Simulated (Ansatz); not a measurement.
C2H8B2O, SMILES `BCB(C)O`, 13 atoms. Charge 0, multiplicity 1. All runs use 4 threads of a server CPU on a shared host. Correlated methods freeze the cores.

Q: Give the basis size and wall time and peak host memory of each of these runs in Ansatz. RKS PBE0-D4/def2-TZVPP energy; RKS ωB97M-V/def2-QZVPP energy; RKS r2SCAN0-D4/def2-TZVPP energy; RHF-MP2/def2-QZVPP energy; RHF-CCSD(T)/def2-SVP energy; RKS PBE0-D4/def2-SVP energy; RKS ωB97M-V/def2-SVP energy; RKS PBE-QIDH (frozen core)/def2-TZVPP energy; RKS PBE0-D4/def2-TZVP frequencies; RKS PBE0-D4/def2-TZVP relaxation (37 steps); RKS PBE0-D4/def2-QZVPP energy; RHF-CCSD(T)/def2-TZVPP energy. (An estimate is asked.)

A: Ansatz gave: Other jobs shared the machine, so times are rough.

| level | job | functions | wall time | peak host memory (GiB) |
| --- | --- | --- | --- | --- |
| RKS PBE0-D4/def2-SVP | energy | 110 | 1.1 s | 0.24 |
| RKS PBE0-D4/def2-TZVPP | energy | 267 | 3.3 s | 0.6 |
| RKS ωB97M-V/def2-SVP | energy | 110 | 3.6 s | 0.33 |
| RHF-CCSD(T)/def2-SVP | energy | 110 | 4.5 s | 0.68 |
| RKS r2SCAN0-D4/def2-TZVPP | energy | 267 | 4.9 s | 0.62 |
| RKS PBE-QIDH (frozen core)/def2-TZVPP | energy | 267 | 6.5 s | 0.75 |
| RKS PBE0-D4/def2-QZVPP | energy | 525 | 9 s | 1.7 |
| RKS ωB97M-V/def2-QZVPP | energy | 525 | 20 s | 2.2 |
| RHF-MP2/def2-QZVPP | energy | 525 | 30 s | 3.8 |
| RHF-CCSD(T)/def2-TZVPP | energy | 267 | 96 s | 7.6 |
| RKS PBE0-D4/def2-TZVP | relaxation (37 steps) | 203 | 120 s | 0.52 |
| RKS PBE0-D4/def2-TZVP | frequencies | 203 | 3.1 min | 0.52 |
